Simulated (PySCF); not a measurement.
Polarisability and C₆ of Ga⁺ (gallium, charge +1)

[Ar] 3d10 4s2, closed-shell 1S. All numbers are calculated (PySCF 2.14, scalar relativity by spin-free X2C-1e, in aug-cc-pVQZ-DK). Coupled (time-dependent) response in atomic units; α is the mean over directions.

```json
{"method": "wB97X-V", "mean α (bohr³)": "18.76", "C₆ (like pair)": "95.44", "S(−4)": "168.8"}
```

S(−4) is the Cauchy moment in α(ω) = α(0) + S(−4) ω² + …

α(iu) at wB97X-V:

```
u (hartree)  α(iu) (bohr³)
          0          18.76
     0.0500          18.35
      0.100          17.22
      0.200          13.91
      0.300          10.68
      0.500          6.431
      0.750          3.902
       1.00          2.673
       1.50          1.548
       2.00          1.040
       3.00         0.5751
       5.00         0.2521
```

For an ion, C₆ is the dispersion term alone; charge-induced terms of lower order in 1/R come first.
